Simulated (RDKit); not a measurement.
Job for RDKit: MMFF94 on C4H4 (a complex), monomers drawn apart or pushed together.

```python
from rdkit import Chem
from rdkit.Chem import AllChem, rdDetermineBonds

blocks = [
'''4

C     0.73750248   -0.13074485   -0.66725467
C    -0.43466452    0.09780457   -0.75002764
H     1.77855594   -0.33368749   -0.59542961
H    -1.47549234    0.30065028   -0.82532973
''',
'''4

C    -0.09028167    0.00907680    2.74060593
C    -0.17526171    0.01762293    3.93506348
H    -0.01491039    0.00134984    1.67809115
H    -0.25059957    0.02489814    4.99493399
''',
]
mol = None
for b in blocks:
    f = Chem.MolFromXYZBlock(b)
    rdDetermineBonds.DetermineBonds(f, charge=0)
    mol = f if mol is None else Chem.CombineMols(mol, f)
Chem.SanitizeMol(mol)
print(Chem.MolToSmiles(Chem.RemoveHs(mol)))
ff = AllChem.MMFFGetMoleculeForceField(mol, AllChem.MMFFGetMoleculeProperties(mol), nonBondedThresh=100.0, ignoreInterfragInteractions=False)
e = ff.CalcEnergy()
print(f'MMFF94 energy {e:.6f} kcal/mol')
```

The log:

```
C#C.C#C
MMFF94 energy 7.438913 kcal/mol
```

The run finished.

Cost: about 0.010 core-seconds (a rough figure).
